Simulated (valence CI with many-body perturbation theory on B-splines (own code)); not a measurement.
## Valence orbitals of Si⁶⁺

Level of theory: valence CI with perturbative core correlation (CI+MBPT): six valence electrons over a frozen Dirac-Fock core [He], radial functions for each j: 9 s, 9 p, 8 d, 6 f, 3 g, 1 h, with the one-electron correlation potential Σ1 (screened to all orders), the two-electron term Σ2, the three-electron term Σ3, Breit, model QED; selected single and double excitations, second order for the rest, scaled by the run's own slope (own B-spline code, finite nucleus).

Against 15 measured levels this calculation errs by 254 cm⁻¹ on average and by 713 at most. These come from a selection out of NIST levels in Kelleher and Podobedova, J. Phys. Chem. Ref. Data 37, 1285 (2008); Martin and Zalubas, J. Phys. Chem. Ref. Data 12, 323 (1983). Levels without a partner in it may be off by more. Among the levels kept, up to 1300 cm⁻¹ of a level comes from second order outside the variational space, and about a tenth of that is noise between levels of different J, which matters for small intervals.

These are the spectroscopic orbitals of the CI (the correlating ones are not listed), shaped by the core and the other valence electrons. h is the expectation value of the core's Dirac-Fock operator, without the valence repulsion; Σ1 is computed up to l = 3 at one energy for each symmetry, that of its lowest orbital but kept below the first core excitation, so for empty shells it is not the orbital's own correlation shift; Breit and QED include the response of the core.

```
Orbital  h (hartree)  Σ1 (cm⁻¹)  Breit (cm⁻¹)  QED (cm⁻¹)  ⟨r⟩ (bohr)
  2s1/2      -18.956       -890           439         282      0.5311
  3s1/2      -7.8349       -158          91.6        60.0       1.404
  4s1/2      -4.2078      -53.6          32.2        21.2       2.729
  5s1/2      -2.6257      -24.8          15.1        10.0       4.474
  2p1/2      -17.934      -1807           748       -23.3      0.4875
  3p1/2      -7.4548       -320           160        -4.9       1.432
  4p1/2      -4.0409       -112          58.4        -1.8       2.825
  5p1/2      -2.5396      -52.9          28.1        -0.9       4.637
  2p3/2      -17.892      -1777           334        -7.6      0.4891
  3p3/2      -7.4439       -315          70.1        -1.6       1.434
  4p3/2      -4.0364       -110          25.5        -0.6       2.829
  5p3/2      -2.5374      -52.1          12.2        -0.3       4.641
  3d3/2      -6.9933      -56.9           1.4        -0.4       1.378
  4d3/2      -3.8736      -25.3           0.8        -0.2       2.845
  5d3/2       -2.458      -13.1           0.4        -0.1       4.735
  3d5/2       -6.991      -56.7           0.4         0.2       1.379
  4d5/2      -3.8726      -25.2           0.2         0.1       2.846
  5d5/2      -2.4575      -13.1           0.1         0.0       4.736
  4f5/2      -3.7326       -2.6           0.0         0.0       2.559
  5f5/2      -2.3901       -1.5           0.0         0.0       4.480
  4f7/2      -3.7323       -2.6           0.0         0.0       2.559
  5f7/2      -2.3899       -1.5           0.0         0.0       4.481
  5g7/2      -2.3805                      0.0         0.0       3.927
  5g9/2      -2.3804                      0.0         0.0       3.928
```

Among the shells of the start configuration 2s2 2p4, Σ1 is largest in size for 2p1/2, where it is 0.046 % of h.

Lowest root of each symmetry, sizes in configuration state functions:

| J | Parity | Roots | Reference | Variational | Second order | Change by selected CI (cm⁻¹) | Change by second order (cm⁻¹) |
| --- | --- | --- | --- | --- | --- | --- | --- |
| 0 | even | 7 | 25 | 90266 | 2167840 | -40603 | -97 |
| 1 | even | 11 | 57 | 98014 | 5635305 | -40437 | -261 |
| 2 | even | 11 | 68 | 92283 | 6875254 | -40403 | -281 |
| 3 | even | 6 | 50 | 96301 | 7652692 | -50771 | -479 |
| 4 | even | 2 | 28 | 106177 | 10958473 | -51923 | -836 |
| 0 | odd | 4 | 22 | 80715 | 2499123 | -45910 | -185 |
| 1 | odd | 8 | 56 | 98020 | 7530549 | -45801 | -301 |
| 2 | odd | 8 | 61 | 97096 | 10574186 | -45566 | -544 |
| 3 | odd | 3 | 46 | 96755 | 8359373 | -53159 | -646 |
| 4 | odd | 2 | 27 | 84795 | 6330879 | -54058 | -616 |
| 5 | odd | 1 | 12 | 89423 | 4528937 | -55483 | -314 |
